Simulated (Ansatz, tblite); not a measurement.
Cost and result up the ladder for In3As3H12, a cluster cut from wurtzite InAs (hydrogen-capped) (18 atoms). Charge 0, multiplicity 1. Geometry: r2SCAN-D4/def2-SVP.

| atom | x (Å) | y (Å) | z (Å) |
| --- | --- | --- | --- |
| As1 | -2.1512 | -0.4173 | -0.7649 |
| In2 | -0.9615 | 1.4769 | -2.3104 |
| As3 | 1.5585 | 0.9112 | -1.4606 |
| In4 | -1.9751 | -0.9887 | 1.8876 |
| As5 | 0.7422 | -1.0720 | 1.9224 |
| In6 | 2.6383 | 0.6560 | 1.0217 |
| H7 | -3.6324 | -0.3044 | -1.0556 |
| H8 | -1.9587 | -1.7314 | -1.4909 |
| H9 | -1.0787 | 0.9477 | -3.9462 |
| H10 | -1.3723 | 2.9935 | -1.6085 |
| H11 | 1.9985 | -0.3112 | -2.2372 |
| H12 | 2.4586 | 1.8828 | -2.1934 |
| H13 | -2.5372 | -2.6038 | 2.0996 |
| H14 | -2.4191 | 0.4528 | 2.7161 |
| H15 | 1.1266 | -2.4338 | 1.3850 |
| H16 | 1.1181 | -1.3690 | 3.3582 |
| H17 | 2.3437 | 2.1490 | 1.8253 |
| H18 | 4.1014 | -0.2384 | 0.8516 |

Ansatz on 2 threads of AMD EPYC 7R13 on a shared host and a share (18 GiB) of an NVIDIA H100 80GB HBM3; xTB runs through tblite on one thread. Times are rough, summed over both states, and most runs start from the orbitals of an earlier one. PBE0-D4/def2-TZVP serves as the yardstick here, not as an exact answer. The other state is a triplet.

In the def2 sets In takes a core potential; there is no spin–orbit coupling. The xTB rows come from tblite. HOMO above LUMO, or a gap near zero within one spin, warns that the state may not be the lowest or that an electron is smeared out.

xTB has no spin-polarisation term.

```csv
level,functions,wall time,vertical triplet (eV),difference from PBE0-D4/def2-TZVP (eV),remarks
GFN2-xTB,66,0.048 s,4.33,-0.53,–
GFN1-xTB,78,0.061 s,4.13,-0.73,–
PBE0-D4/def2-TZVP,366,24 s,4.86,0.00,–
PBE-D4/def2-TZVP (with forces),366,27 s,4.45,-0.41,gap within one spin near zero (triplet)
```
